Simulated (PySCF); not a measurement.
**An isoelectronic set: 115 electrons**

r²SCAN in PySCF with def2-SVP on every atom (core potentials on Tl, Pb, Bi), for the lowest determinant that a PBE0 search found; no spin–orbit coupling. All have 115 electrons, 9 of them in the valence shells, and the same state, a doublet (π ↑). For ions De leads to the atom and ion picked by measured ionisation energies and electron affinities.

```
species  difference of nuclear charges  Re (Å)  ωe (cm⁻¹)  k (mdyn/Å)  De (eV)  dissociates to  Mayer bond order
   TlSe                             47   2.734        177        1.06     2.91         Tl + Se              1.10
   AsPb                             49   2.533        241        1.89     2.40         As + Pb              2.20
   GeBi                             51   2.535        243        1.89     2.35         Ge + Bi              2.30
  TlBr⁺                             46   3.261       79.2       0.211      n/a        Tl⁺ + Br              0.26
  PbSe⁺                             48   2.605        228        1.76      n/a        Pb⁺ + Se              1.57
```

Spin–orbit coupling is left out, which matters for elements this heavy, above all for dissociation energies. States were picked by a PBE0 search and need not be the measured ground states.
